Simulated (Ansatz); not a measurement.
This geometry of Br + FH5O4Ta (12 atoms, charge 0, multiplicity 1) is a first-order saddle point.

Level of theory: RKS PBE/def2-SVP (Ansatz).

```xyz
12
Properties=species:S:1:pos:R:3
Ta -0.359 -0.123 0.187
O 1.830 -0.074 0.341
H 2.075 -0.376 1.244
O 0.125 -1.152 1.771
H -0.545 -1.447 2.416
O 0.090 0.064 -1.643
H 0.835 0.089 -2.266
O -1.204 1.404 0.844
H -0.598 2.221 0.713
F -1.825 -1.260 -0.123
Br 1.428 2.866 0.235
H 1.991 0.980 0.304
```

Question: Which two structures does it join? (They come from a converged band through this point; their orientation in space is the band's.)

Answer: Bonds formed: Ta1–Br11. Br + FH5O4Ta becomes BrFH5O4Ta.

Image 0:

```xyz
12
Properties=species:S:1:pos:R:3
Ta -0.388 -0.261 0.126
O 1.653 0.433 0.400
H 2.172 -0.061 1.066
O 0.247 -1.382 1.577
H -0.277 -2.101 1.974
O -0.001 -0.770 -1.660
H 0.283 -0.321 -2.474
O -0.777 1.519 0.363
H -0.148 2.343 0.668
F -2.122 -1.008 0.272
Br 1.442 3.321 1.080
H 1.758 1.481 0.630
```

Image 10:

```xyz
12
Properties=species:S:1:pos:R:3
Ta -0.110 0.513 0.214
O 2.039 -0.518 0.132
H 2.150 -0.914 1.021
O 0.043 -0.118 2.057
H -0.213 -1.004 2.369
O 0.139 0.591 -1.683
H 0.353 -0.054 -2.378
O -1.737 1.476 0.350
H -2.218 1.751 1.151
F -0.703 -1.300 -0.085
Br 1.484 2.488 0.707
H 2.615 0.282 0.167
```

Question: How far does it lie above each of them?

Answer: 29.7 kJ/mol above the first and 58.3 kJ/mol above the second. This is the barrier of this one path; another mechanism may lie lower.

Time of the run: 14 min on 4 threads of Arm Neoverse V1, with other jobs on the host, peak memory 0.28 GiB.
